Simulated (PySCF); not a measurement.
**Ionisation energy of Yb⁴⁵⁺ by level of theory**

Yb⁴⁵⁺ [Ar] 3d7 [3d3/2^4 3d5/2^3, M_J = 9/2] → Yb⁴⁶⁺ [Ar] 3d6 [3d3/2^4 3d5/2^2, M_J = 4], as a difference of total energies. All numbers are calculated (PySCF 2.14, the two-component X2C-1e Hamiltonian, in an even-tempered Gaussian basis (16 s from 11 bohr⁻², ratio 2.8; 12 p from 14 bohr⁻², ratio 2.8; 8 d from 14 bohr⁻², ratio 2.8; 3 f from 50 bohr⁻², ratio 3)). Correlated levels: [Ne] frozen; the 74 highest virtual spinors dropped. "Screened" scales the spin-orbit matrix elements by Boettger's factors to mimic the two-electron term; Breit and QED terms are absent.

```tsv
method	ionisation energy (eV)
GHF (spin-free)	3818.3
GMP2 (spin-free)	3819.2
GHF (screened spin-orbit)	3806.9
GMP2 (screened spin-orbit)	3807.1
```

Breit and QED terms and the two-electron picture change are absent.

The spin-free rows relax to the high-spin LS determinant and lack the spin-orbit shift.

The labels give the starting determinants; with spin-orbit coupling the two ends relaxed to ⟨J²⟩ = 24.75, ⟨L²⟩ = 15.71, ⟨S²⟩ = 2.60 and ⟨J²⟩ = 20.01, ⟨L²⟩ = 12.33, ⟨S²⟩ = 3.05.

For comparison: 3805 ± 4 eV (theoretical estimate listed by NIST; NIST Atomic Spectra Database, ionization energies).
